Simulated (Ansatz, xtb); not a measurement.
## Two isomers of C3H9BrO2Si

Structure X: `CO[Si](C)(Br)OC`, a singlet. Structure Y: `CCO[Si@H](Br)OC`, a singlet. Both are isolated molecules in the gas phase, relaxed with B3LYP-D3(BJ)/def2-SVP, each in the lowest conformer that the search found.

Problem. Estimate E(Y) − E(X) at the level CCSD(T)/def2-SVP + ΔMP2/def2-TZVPP.

Solution. Calculated at CCSD(T)/def2-SVP + ΔMP2/def2-TZVPP: E(Y) − E(X) = +10.8 kcal/mol, so structure X lies lower.

How the difference moves with the method:

```
                             level               geometry  E(Y) − E(X) (kcal/mol)  departure from the last row (kcal/mol)  job, with rough time for the two
                          GFN2-xTB               GFN2-xTB                     −10.7                                   −21.5               optimisation, 0.3 s
                         HF/STO-3G               GFN2-xTB                     +14.7                                    +3.9              single point, 0.62 s
                r2SCAN-D4/def2-SVP               GFN2-xTB                     +12.6                                    +1.8               single point, 5.9 s
             B3LYP-D3(BJ)/def2-SVP  B3LYP-D3(BJ)/def2-SVP                     +10.1                                    −0.7             optimisation, 2.2 min
                       HF/def2-SVP  B3LYP-D3(BJ)/def2-SVP                      +8.5                                    −2.3           part of the CCSD(T) run
                      MP2/def2-SVP  B3LYP-D3(BJ)/def2-SVP                      +9.0                                    −1.8           part of the CCSD(T) run
                  CCSD(T)/def2-SVP  B3LYP-D3(BJ)/def2-SVP                      +8.1                                    −2.7                      single point
CCSD(T)/def2-SVP + ΔMP2/def2-TZVPP  B3LYP-D3(BJ)/def2-SVP                     +10.8                                                     single point, 3.4 min
```

As drawn, Y has 1 C–C, 1 Si–H in place of 1 C–Si, 1 C–H.

GFN2-xTB puts the two in the other order. The largest departure from CCSD(T)/def2-SVP + ΔMP2/def2-TZVPP is that of GFN2-xTB, 21.5 kcal/mol. The last row adds to CCSD(T) the change of the MP2 difference between the two basis sets, here +2.7 kcal/mol.

With thermal terms from frequencies at re-optimised GFN2-xTB minima (ideal gas, soft modes damped towards free rotors, one conformer each, 298.15 K, 1 atm): the zero-point term adds −0.3 kcal/mol; ΔH is +10.2 and ΔG +10.7 kcal/mol.

The correlated steps freeze 19 core orbitals; the filled d shell of Br is correlated, in a basis made for valence electrons. Mirror images aren't counted in ΔG. Run with Ansatz 0.2.0, xtb 6.7.1; the last row on 4 threads of Arm Neoverse V1 on a shared host.
